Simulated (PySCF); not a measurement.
## S⁺: ionisation energy

S⁺ [Ne] 3s2 3p3 (4S) → S²⁺ [Ne] 3s2 3p2 (3P), as a difference of total energies. Computed with PySCF 2.14 in aug-cc-pVDZ-DK (5s4p2d, 27 functions), with scalar relativity by spin-free X2C-1e. Correlated levels: valence: [Ne] frozen. The calculations carry no spin-orbit coupling.

| method | ionisation energy (eV) |
| --- | --- |
| UHF | 22.721 |
| r2SCAN | 23.523 |
| MP2 (valence) | 23.172 |
| SCS-MP2 (valence) | 23.014 |
| CCSD(T) (valence) | 23.105 |

Task: Estimate what M06-2X gives.

Result: 23.137 eV, closest to CCSD(T) (valence) among the rows shown.

Task: Estimate what CCSD (valence) gives.

Result: 23.097 eV, closest to CCSD(T) (valence) among the rows shown.

The reference lies between the lowest fine-structure levels, while these numbers refer to the centres of the terms.

Errors of the correlated levels include the incompleteness of this basis and the frozen core.

For comparison: 23.338 eV (measured; NIST Atomic Spectra Database, ionization energies).
